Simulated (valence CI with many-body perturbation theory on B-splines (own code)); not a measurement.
# Ga¹⁶⁺: electric-dipole lines

Level of theory: relativistic CI+MBPT: five valence electrons over a frozen Dirac-Fock core [Ne], radial functions for each j: 11 s, 11 p, 10 d, 8 f, 5 g, 2 h, with the one-electron correlation potential Σ1 (screened to all orders), the two-electron term Σ2, the three-electron term Σ3, Breit, model QED; selected single and double excitations, second order for the rest, scaled by the run's own slope (own B-spline code, finite nucleus).

No measured spectrum was set against this ion. As an estimate, levels of excited configurations hold to 0.05 to 0.15 % of their energy, terms of the ground configuration to about 0.5 %. Among the levels kept, up to 3300 cm⁻¹ of a level comes from second order outside the variational space, and about a tenth of that is noise between levels of different J, which matters for small intervals.

Lines 51 to 100 of 577 in falling wavelength, among levels below 1473900 cm⁻¹, chosen from the strongest by gf and those to the six lowest levels. Wavelengths and rates use the calculated energies, so an error of 300 cm⁻¹ moves a line at 21.96 nm by 0.066 % and its rate by three times that or more. Electric multipoles are in the length gauge, E1 and E2 with the static RPA response of the core. Weak lines are less certain than strong ones. Lines between different terms over intervals too small for the method are left out, as are lines whose strength nearly cancels. Where a level lies close to another of its J and parity, the split of strength between their lines is uncertain. The highest levels of a list are the least certain.

Names give the largest LS component (configuration and term), which can be under half, so a name can repeat, a term be missing and a line seem to break the LS rules; names also repeat where a configuration has a term twice. Letters in brackets count levels of one name in rising energy.

```tsv
λ vac (nm)	Upper	Lower	A (s⁻¹)	S (a.u.)
21.96	3s3p⁴ ²S_1/2 [b]	3s²3p³ ²P°_3/2	9.83e+09	1.03e-01
21.94	3p⁴3d ⁴D_3/2	3s3p³3d ⁴F°_5/2 [a]	1.07e+10	2.24e-01
21.89	3s3p³3d ⁴D°_3/2 [d]	3s²3p²3d ²D_3/2 [a]	4.36e+09	9.02e-02
21.88	3s3p³3d ²D°_5/2 [c]	3s²3p²3d ²D_5/2 [a]	3.18e+09	9.85e-02
21.85	3p⁴3d ⁴F_7/2	3s3p³3d ⁴G°_7/2	1.74e+09	7.18e-02
21.71	3s3p³3d ²G°_9/2 [b]	3s²3p²3d ²G_9/2	1.59e+10	8.03e-01
21.69	3s3p³3d ²F°_7/2 [b]	3s²3p²3d ⁴P_5/2	1.65e+09	6.66e-02
21.56	3s3p³3d ⁴F°_9/2 [b]	3s²3p²3d ⁴F_9/2	4.82e+09	2.38e-01
21.52	3s3p³3d ⁴F°_5/2 [b]	3s²3p²3d ⁴D_3/2	6.27e+09	1.85e-01
21.49	3s3p³3d ²D°_3/2 [d]	3s²3p²3d ²D_3/2 [b]	4.50e+09	8.82e-02
21.48	3p⁴3d ⁴D_1/2	3s3p³3d ⁴F°_3/2 [a]	1.27e+10	1.24e-01
21.44	3s3p³3d ⁴D°_7/2 [b]	3s²3p²3d ²F_7/2 [a]	4.27e+09	1.66e-01
21.43	3s3p³3d ²D°_3/2 [a]	3s²3p²3d ²F_5/2 [a]	5.62e+09	1.09e-01
21.41	3p⁴3d ²P_3/2	3s3p³3d ²S°_1/2 [a]	3.06e+09	5.94e-02
21.39	3s3p³3d ⁴F°_3/2 [b]	3s²3p²3d ⁴D_3/2	4.38e+09	8.46e-02
21.38	3s3p³3d ⁴F°_9/2 [b]	3s²3p²3d ²F_7/2 [a]	3.94e+09	1.90e-01
21.34	3s²3p3d² ⁴G°_5/2 [a]	3s²3p²3d ²D_3/2 [a]	2.05e+09	5.91e-02
21.34	3s3p³3d ⁴F°_3/2 [b]	3s²3p²3d ⁴D_1/2	6.96e+09	1.33e-01
21.29	3s3p³3d ²P°_1/2 [c]	3s²3p²3d ²D_3/2 [c]	9.47e+09	9.02e-02
21.25	3s3p³3d ⁴P°_3/2 [a]	3s²3p²3d ⁴F_5/2	4.51e+09	8.55e-02
21.23	3s3p³3d ²G°_9/2 [b]	3s²3p²3d ²G_7/2	2.28e+09	1.08e-01
21.23	3s3p³3d ⁴D°_5/2 [b]	3s²3p²3d ⁴F_7/2	3.72e+09	1.05e-01
21.22	3s3p³3d ⁴D°_1/2 [d]	3s²3p²3d ⁴P_1/2	1.24e+10	1.17e-01
21.18	3s3p³3d ⁴D°_3/2 [d]	3s²3p²3d ⁴P_3/2	4.17e+09	7.82e-02
21.17	3s3p³3d ⁴D°_5/2 [d]	3s²3p²3d ⁴P_3/2	8.23e+09	2.31e-01
21.17	3s3p³3d ⁴D°_5/2 [c]	3s²3p²3d ⁴D_7/2	4.76e+09	1.34e-01
21.16	3p⁴3d ⁴D_7/2	3s3p³3d ⁴D°_7/2 [a]	7.19e+09	2.69e-01
21.16	3s²3p²3d ²P_3/2 [a]	3s²3p³ ²D°_5/2	1.14e+10	2.13e-01
21.10	3p⁴3d ⁴D_5/2	3s3p³3d ⁴D°_5/2 [a]	5.13e+09	1.43e-01
21.08	3p⁴3d ⁴D_3/2	3s3p³3d ⁴D°_3/2 [a]	4.04e+09	7.47e-02
21.03	3s3p³3d ⁴F°_7/2 [b]	3s²3p²3d ²F_5/2 [a]	2.17e+09	7.97e-02
21.02	3s3p³3d ²F°_7/2 [b]	3s²3p²3d ²G_7/2	7.31e+09	2.68e-01
21.01	3s3p⁴ ²D_3/2	3s²3p³ ⁴S°_3/2	1.38e+08	2.53e-03
20.97	3s3p³3d ⁴F°_7/2 [b]	3s²3p²3d ⁴F_7/2	3.33e+09	1.21e-01
20.92	3s3p³3d ²D°_5/2 [d]	3s²3p²3d ²D_5/2 [b]	1.02e+10	2.77e-01
20.90	3s3p³3d ⁴F°_5/2 [b]	3s²3p²3d ²F_5/2 [a]	4.66e+09	1.26e-01
20.87	3s3p³3d ⁴P°_5/2 [b]	3s²3p²3d ²F_7/2 [a]	3.62e+09	9.74e-02
20.86	3s3p⁴ ²S_1/2 [b]	3s²3p³ ²P°_1/2	1.33e+09	1.19e-02
20.81	3s3p³3d ⁴D°_5/2 [d]	3s²3p²3d ⁴P_5/2	7.04e+09	1.88e-01
20.79	3s3p³3d ²F°_7/2 [a]	3s²3p²3d ²F_7/2 [a]	4.41e+09	1.57e-01
20.75	3s3p³3d ²D°_3/2 [c]	3s²3p²3d ⁴P_3/2	6.12e+09	1.08e-01
20.73	3s3p³3d ²G°_7/2 [b]	3s²3p²3d ⁴D_7/2	5.67e+09	1.99e-01
20.69	3s3p³3d ²F°_7/2 [c]	3s²3p²3d ²D_5/2 [b]	4.86e+09	1.70e-01
20.66	3s²3p²3d ⁴D_1/2	3s²3p³ ²P°_3/2	1.95e+09	1.70e-02
20.65	3s3p⁴ ²D_5/2	3s²3p³ ⁴S°_3/2	4.44e+07	1.16e-03
20.64	3s3p³3d ⁴D°_7/2 [d]	3s²3p²3d ⁴P_5/2	1.08e+10	3.75e-01
20.62	3s²3p²3d ⁴D_3/2	3s²3p³ ²P°_3/2	1.10e+08	1.90e-03
20.52	3s²3p²3d ²P_3/2 [a]	3s²3p³ ²D°_3/2	6.03e+08	1.03e-02
20.45	3s²3p3d² ⁴G°_5/2 [b]	3s²3p²3d ²D_3/2 [a]	2.97e+09	7.51e-02
20.45	3s3p³3d ⁶D°_3/2	3s3p⁴ ⁴P_5/2	8.63e+07	1.46e-03
```
